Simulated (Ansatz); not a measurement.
`O[Si]F` + `O[SiH3]` → `F[Si]O[SiH3]` + H₂O at 600 K and 1 bar (ligand exchange at the Si–O bond).

Computed with Ansatz on PBE0-D4/def2-TZVP structures; ΔE is electronic, products minus reactants. CBS: MP2 limit from def2 TZ/QZ plus the TZ coupled-cluster correction, frozen cores. This one scheme is used for every species. Each species was taken in one conformer, which may not be the lowest.

```csv
species,CCSD(T)/CBS energy (Eh),H − E (kJ/mol),S (J/(mol·K))
`O[Si]F`,-464.72778,73.4,309.1
`O[SiH3]`,-366.69042,135.7,307.9
`F[Si]O[SiH3]`,-755.04483,134.2,412.7
H₂O,-76.37941,76.8,212.8
```

H − E and S are ideal-gas, rigid-rotor, harmonic terms from PBE0-D4/def2-TZVP, for one conformer and one mirror image of each species. 1 Eh = 2625.50 kJ/mol, R = 8.31446 J/(mol·K).

Task: By hand: ΔE, ΔH, ΔS and ΔG.

Result: ΔE = (-755.04483) + (-76.37941) − (-464.72778) − (-366.69042) = -0.00604 Eh = -15.9 kJ/mol. Δ(H − E) = 134.2 + 76.8 − 73.4 − 135.7 = 1.9, so ΔH = -14.0 kJ/mol. ΔS = 412.7 + 212.8 − 309.1 − 307.9 = 8.5 J/(mol·K). ΔG = -14.0 − 600 × (8.5)/1000 = -19.1 kJ/mol.

Task: By hand: the equilibrium constant, and the temperature at which ΔG would vanish if ΔH and ΔS stayed fixed.

Result: log₁₀ K = −ΔG/(RT ln 10) = 1.7. ΔH and −TΔS have one sign here, so there is no such temperature.

TΔS isn't small against ΔH here. A doubt of 5 kJ/mol in ΔE shifts log₁₀ K by 0.4 here. Other conformers and mirror images would add mixing entropy, several J/(mol·K) or more a flexible species. Modes under 60 cm⁻¹, often nearly free rotors, make the harmonic entropy too high. These are equilibria of isolated gas molecules and say nothing of rates. Largest T1 diagnostic: 0.015 (customary marks: 0.02 for closed shells, 0.045 for open ones).

ΔS is within the doubt of such terms, so its sign, and with it that verdict, could turn.
